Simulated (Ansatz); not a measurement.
C2H7N2Si (`C=C[Si](N)N`) radical at its PBE0-D4/def2-TZVP geometry, where that method's forces vanish. The species carries charge 0 and has multiplicity 2.

```xyz
12

C    -0.0786    1.2770    1.6614
C    -0.8558    0.6834    0.7538
Si   -0.3059   -0.7821   -0.2400
N     1.3572   -1.1626   -0.0687
N    -0.6045   -0.4219   -1.8981
H    -0.4340    2.0897    2.2892
H     0.9517    0.9643    1.8057
H    -1.8886    1.0194    0.6605
H     2.0285   -0.9079   -0.7755
H     1.6871   -1.8866    0.5440
H    -0.5686   -1.1502   -2.5931
H    -1.2885    0.2775   -2.1393
```

(1) What forces (eV/Å) does PBE-D4/def2-TZVPP give on these atoms in Ansatz 0.2.0? (Estimate.)

## Answers

(1) Computed: 
```
C1   0.224  0.194  0.297
C2  -0.191 -0.234 -0.341
Si3 -0.281 -0.102  0.254
N4  -0.007  0.080  0.072
N5   0.174  0.075 -0.033
H6  -0.065  0.168  0.141
H7   0.223 -0.050  0.040
H8  -0.225  0.053 -0.033
H9   0.260  0.072 -0.254
H10  0.129 -0.252  0.208
H11  0.002 -0.243 -0.253
H12 -0.242  0.238 -0.098
```
